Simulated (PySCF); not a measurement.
## An elementary step

Start structure (GeH₃F, closed shell), relaxed at PBE0-D4/def2-TZVP:

Ge1  (-0.417, -0.347, 0.957)
F2  (-0.160, -1.755, -0.071)
H3  (0.723, 0.935, -0.628)
H4  (-0.005, 1.078, -0.799)
H5  (1.142, -0.146, 1.305)
(Å)

The step: GeHF ([F][GeH]) + H₂ → GeH₂ + HF; bonds formed: Ge1–H4, F2–H3; bonds broken: Ge1–F2, H3–H4. Program: PySCF 2.14 with density fitting (its default auxiliary sets; JK sets also for MP2 and CCSD(T)). Basis: def2-TZVPP and def2-QZVPP. Cores are frozen in the correlated methods. Filled d shells of the heavier atoms are correlated. The def2 sets are not built for correlating such inner shells, so the correlated values are less sure here. Extrapolation: Hartree–Fock as exp(−7.88 √X), correlation as X^−2.97. Energies below are by CCSD(T) at an estimated basis limit (MP2 extrapolated from triple and quadruple zeta, plus CCSD(T) − MP2 in triple zeta).

Q: What are the electronic barrier and the energy of the step, from the start structure to the end structure? (Judge from chemistry; the value comes from the calculation.)

A: Computed: Barrier 27.65 kcal/mol; step energy 15.85 kcal/mol (uphill); reverse barrier, their difference, 11.80 kcal/mol. Barrier and step energy count from the start structure, the reverse barrier from the end structure.

The saddle point: One imaginary mode of 1090i cm⁻¹.
| pair | start (Å) | saddle (Å) | end (Å) |
| --- | --- | --- | --- |
| Ge1–H4 | 2.30 | 1.79 | 1.61 |
| F2–H3 | 2.89 | 1.20 | 0.93 |
| Ge1–F2 | 1.76 | 2.04 | 2.39 |
| H3–H4 | 0.76 | 1.01 | 2.25 |

Zero-point energy (harmonic, PBE0-D4): ZPE is 13.58 kcal/mol at the start and 13.77 kcal/mol at the saddle, so the barrier goes from 27.65 to 27.85 kcal/mol.

T1 diagnostic: at most 0.014.

Labels in which every atom is bracketed show which atoms are joined, not bond orders.

For scale, one of the runs: CCSD(T)/def2-TZVPP, 121 basis functions, launched by `OMP_NUM_THREADS=4 python run.py`. The run took 32 s on 4 CPU threads of a Oxide Virtual Turin-like (shared host), with 0.67 GiB of host memory at its peak.
